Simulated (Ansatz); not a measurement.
Relaxation of AlCl₂FHO (6 atoms, charge 0, multiplicity 2), to a largest force component of 0.03 eV/Å in at most 50 steps.

All numbers below come from UKS PBE0-D4/def2-SVP in Ansatz 0.2.0.

```xyz
6
Properties=species:S:1:pos:R:3
Al 0.019 0.012 -0.390
F -0.016 -0.017 2.503
Cl 1.820 0.022 -1.509
Cl -1.799 0.010 -1.485
O 0.007 -0.026 3.838
H -0.546 -0.802 4.031
```

Question: Where does it end, and by what steps?

Answer: The forces met the threshold. After 37 steps the energy has fallen by 5.942 eV; F2 moved furthest, 2.53 Å. Parted: F2–O5 (1.34 → 2.88 Å). Joined: Al1–F2 (2.89 → 1.66 Å), Al1–O5 (4.23 → 1.83 Å).

| step | energy less start (eV) | largest force component (eV/Å) | accepted |
| --- | --- | --- | --- |
| 0 | 0.0000 | 3.193 | yes |
| 2 | -0.1218 | 0.381 | yes |
| 4 | -0.1732 | 0.800 | yes |
| 6 | -1.5470 | 8.305 | yes |
| 8 | -3.9465 | 5.179 | yes |
| 10 | -4.3474 | 0.729 | yes |
| 12 | -4.3960 | 0.895 | yes |
| 14 | -4.4630 | 0.415 | yes |
| 16 | -4.5215 | 0.532 | yes |
| 18 | -4.6091 | 1.120 | yes |
| 20 | -4.8166 | 0.956 | yes |
| 22 | -5.2286 | 0.716 | yes |
| 24 | -5.4929 | 1.133 | yes |
| 26 | -5.6380 | 0.651 | yes |
| 28 | -5.6641 | 1.278 | yes |
| 30 | -5.7723 | 1.595 | yes |
| 32 | -5.8740 | 0.594 | yes |
| 34 | -5.9389 | 0.205 | yes |
| 36 | -5.9419 | 0.035 | yes |
| 37 | -5.9421 | 0.021 | yes |

```xyz
6
Properties=species:S:1:pos:R:3
Al 0.223 -0.391 0.750
F 0.049 -2.028 0.961
Cl 1.842 0.355 -0.326
Cl -1.722 0.610 0.410
O -0.143 0.530 2.282
H -0.763 0.123 2.909
```

Whether the end is a true minimum wasn't checked by a vibrational analysis.

Time of the run: 2.9 min on 2 threads of Arm Neoverse V2, on a shared host, peak memory 0.31 GiB.
